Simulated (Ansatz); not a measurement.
Computed with Ansatz on PBE0-D4/def2-TZVP structures; ΔE is electronic, products minus reactants. CBS: MP2 limit from def2 TZ/QZ plus the TZ coupled-cluster correction, frozen cores. This one scheme is used for every species. For Mg outer-core shells are correlated without core-valence functions, which leaves a few kJ/mol of doubt a bond. Each species was taken in one conformer, which may not be the lowest.

Reaction (ligand exchange at a Mg–Cl bond): `[SiH3][O][Mg][Cl]` + H–F → `[F][Mg][O][SiH3]` + HCl

`[SiH3][O][Mg][Cl]`:

Cartesian coordinates in Å:
```
Si -0.429 -0.784 0.917
O 0.112 0.205 -0.240
Mg 0.708 1.294 -1.515
Cl 1.436 2.623 -3.070
H -1.318 -1.839 0.350
H 0.700 -1.466 1.613
H -1.210 -0.034 1.944
```

H–F:

Z-matrix (Å, degrees):
```
F
H 1 0.920
```

`[F][Mg][O][SiH3]`:

```xyz
7

F    -0.387    1.210    3.713
Mg   -0.214    0.672    2.060
O    -0.039    0.122    0.373
Si    0.120   -0.376   -1.154
H     0.633   -1.776   -1.214
H    -1.187   -0.340   -1.872
H     1.075    0.489   -1.907
```

HCl:

Cartesian coordinates in Å:
```
Cl -0.426 -0.208 0.429
H 0.426 0.208 -0.429
```

```
            species  MP2/def2-TZVPP energy (Eh)
`[SiH3][O][Mg][Cl]`                 -1025.63569
                H–F                  -100.33585
 `[F][Mg][O][SiH3]`                  -665.66015
                HCl                  -460.30264
```

(1) Work out ΔE.

Largest T1 diagnostic among the species: 0.012.

Answers

(1) ΔE = (-665.66015) + (-460.30264) − (-1025.63569) − (-100.33585) = 0.00875 Eh = +5.5 kcal/mol. CCSD(T)/CBS gives +5.8 kcal/mol.

Leaving LDA and LC-ωPBE aside and taking each functional with its dispersion term where it has one, the values, not all of them listed here, spread over 3.9 kcal/mol, from BLYP-D4 to r2SCAN0-D4. From PBE to PBE0 (25 % exact exchange), in def2-TZVPP and without D4, ΔE moves by +1.9 kcal/mol.
